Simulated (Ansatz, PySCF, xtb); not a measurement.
Complex: GeH4 (SMILES [GeH4]) (first 5 atoms) with CH4S (SMILES CS); geometry from B3LYP-D3(BJ)/def2-TZVP, rigid monomers moved along the line of their centres of mass till Ge1···S7 is 4.30 Å.
(charge 0, multiplicity 1):
```xyz
11

Ge    -0.00003     0.13432     0.16205
H     -1.52394     0.28526     0.22581
H      0.41839    -1.23619     0.71576
H      0.68099     1.24488     0.97313
H      0.45959     0.23236    -1.30489
C      1.03321    -0.35978     4.54869
S     -0.77780    -0.28740     4.36570
H      1.50322    -0.75901     3.65228
H      1.36416     0.66760     4.69016
H      1.31850    -0.94542     5.41990
H     -0.97895    -1.60195     4.17971
```

Monomers are frozen at their geometry in the pair; levels with a basis set take the counterpoise correction.

Rows in 6-31G* carry no dispersion term and start afresh at each structure (6-31G* with six Cartesian d functions); the Pople sets are all-electron and without relativity.

The values were computed with Ansatz (a quantum-chemistry and plane-wave program); PySCF for 6-31G* rows; xtb for the GFN methods. Values without a source in brackets are computed.

Task: One of these levels gives -0.92 kcal/mol for the interaction energy. Name it.
A) r2SCAN/def2-TZVPPD
B) GFN2-xTB
C) B3LYP/6-31G*

Result: A, r2SCAN/def2-TZVPPD. The others give -1.61 (GFN2-xTB), 0.12 (B3LYP/6-31G*)
